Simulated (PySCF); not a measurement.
# Multinuclear NMR of C4H12N2OSi

Atom-mapped SMILES (the numbers label the heavy atoms): `[NH2:1][SiH:2]([NH2:3])[O:4][CH:5]1[CH2:6][CH2:7][CH2:8]1`. Each H is labelled by its parent atom. Ha(C6), Ha(C7), Ha(C8) are cis to O4 on the ring; Hb(C6), Hb(C7), Hb(C8) are trans to O4 on the ring.

No relativistic terms, averaged over atoms made equivalent by symmetry, fast rotation or ring inversion, one conformer, no solvent model. NMR shieldings at PBE0/pcSseg-1/GIAO; GFN2-xTB structure; PySCF.

**Question.** Predict the $^{29}$Si NMR data.

**Answer.** 
```json
{"atoms": "Si2", "environment": "silicon bonded to 2 N, O, H", "σ (ppm)": "388.7", "δ (ppm)": "-39.6"}
```

Shieldings were converted by a linear fit to measured shifts: $^{29}$Si (scatter 8.9 ppm rms, 25.8 ppm with the 6 outliers that the fit left out vs TMS, solution or neat liquid). Occasional misses reach two or three times the rms, and more in compound classes unlike the fitted ones.

On a 500 MHz spectrometer $^{29}$Si resonates near 99.3 MHz, so 1 ppm is 99.3 Hz.

**Question.** Where does $^{15}$N resonate?

**Answer.** 
```
atoms                 environment  σ (ppm)  δ (ppm)
N1/N3  nitrogen bonded to Si, 2 H    241.6   -370.7
```

Shieldings were converted by a linear fit to measured shifts: $^{15}$N (scatter 6.3 ppm rms vs CH3NO2, solution or neat liquid). A few per cent of atoms miss by over 2 rms, more outside the fitted compound classes.

On a 400 MHz spectrometer $^{15}$N resonates near 40.5 MHz, so 1 ppm is 40.5 Hz.

**Question.** Predict the $^{17}$O NMR data.

**Answer.** 
| atoms | environment | σ (ppm) | δ (ppm) |
| --- | --- | --- | --- |
| O4 | oxygen bonded to C, Si | 239.3 | 48.7 |

Shieldings were converted by a linear fit to measured shifts: $^{17}$O: δ = 266.70 − 0.911σ (rms 10.7 ppm, 155 shifts, 12.2 ppm with the 3 outliers that the fit left out vs liquid water, solution or neat liquid). A few per cent of atoms miss by over 2 rms, more outside the fitted compound classes.

On a 500 MHz spectrometer $^{17}$O resonates near 67.8 MHz, so 1 ppm is 67.8 Hz.
